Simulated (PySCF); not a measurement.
A calculated (BP86, PySCF 2.14, pcseg-2, no relativity, point nucleus) atom or ion has these occupied shells.

```json
{"shell": "1s α", "electrons": "1", "orbital energy (eV)": "-10815.0", "rms radius, mean of both spins (bohr)": "0.0554"}
{"shell": "1s β", "electrons": "1", "orbital energy (eV)": "-10815.0", "rms radius, mean of both spins (bohr)": "0.0554"}
{"shell": "2s α", "electrons": "1", "orbital energy (eV)": "-1346.3", "rms radius, mean of both spins (bohr)": "0.232"}
{"shell": "2s β", "electrons": "1", "orbital energy (eV)": "-1346.3", "rms radius, mean of both spins (bohr)": "0.232"}
{"shell": "2p α", "electrons": "3", "orbital energy (eV)": "-1199.6", "rms radius, mean of both spins (bohr)": "0.205"}
{"shell": "2p β", "electrons": "3", "orbital energy (eV)": "-1199.6", "rms radius, mean of both spins (bohr)": "0.205"}
{"shell": "3s α", "electrons": "1", "orbital energy (eV)": "-172.00", "rms radius, mean of both spins (bohr)": "0.682"}
{"shell": "3s β", "electrons": "1", "orbital energy (eV)": "-171.96", "rms radius, mean of both spins (bohr)": "0.682"}
{"shell": "3p α", "electrons": "3", "orbital energy (eV)": "-123.46", "rms radius, mean of both spins (bohr)": "0.707"}
{"shell": "3p β", "electrons": "3", "orbital energy (eV)": "-123.41", "rms radius, mean of both spins (bohr)": "0.707"}
{"shell": "3d α", "electrons": "5", "orbital energy (eV)": "-39.276", "rms radius, mean of both spins (bohr)": "0.827"}
{"shell": "3d β", "electrons": "5", "orbital energy (eV)": "-39.185", "rms radius, mean of both spins (bohr)": "0.827"}
{"shell": "4s α", "electrons": "1", "orbital energy (eV)": "-19.930", "rms radius, mean of both spins (bohr)": "2.21"}
{"shell": "4s β", "electrons": "1", "orbital energy (eV)": "-19.182", "rms radius, mean of both spins (bohr)": "2.21"}
{"shell": "4p α", "electrons": "1", "orbital energy (eV)": "-11.834", "rms radius, mean of both spins (bohr)": "2.74"}
```

Problem. Name the element and its charge.

Solution. Ge⁺ (germanium, charge +1), in [Ar] 3d10 4s2 4p1, 2P determinant.
